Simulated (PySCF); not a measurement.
**Gas-phase XPS of `BrB(Br)Br`, computed**

Species: BBr₃.
Z-matrix (Å and degrees, PBE0-D3(BJ)/def2-SVP geometry), rows numbered from 1:
```
B 
Br  1  1.8992
Br  1  1.8993  2  120.03
Br  1  1.8992  2  119.96  3  -179.97
```

Method: delta-SCF UKS SCAN, pcX-2 on the ionised atom, pcseg-1 elsewhere, spin-free X2C (PySCF 2.14.0). These are vertical core ionisation energies against the vacuum level, from separate self-consistent calculations with and without the core hole.

Task: What binding energy does each computed site have?

Result: 
```
atom(s)  bonded to  level  binding energy (eV)  count
     B1       3 Br   B 1s               199.12      1
```

Task: Which photon energy gives electrons from B 1s of B1 a kinetic energy of 20 eV, and what is their de Broglie wavelength?

Result: hν = 199.12 + 20 = 219.12 eV, recoil neglected; λ = 12.264 Å/√(E/eV) = 2.74 Å.

The unrestricted hole states depart most from a pure doublet (⟨S²⟩ = 0.75; over 0.85 named) for B 1s of B1 (0.85), which makes this value less certain. No level of bromine is listed. Isolated species at its PBE0-D3(BJ)/def2-SVP geometry, gas phase.
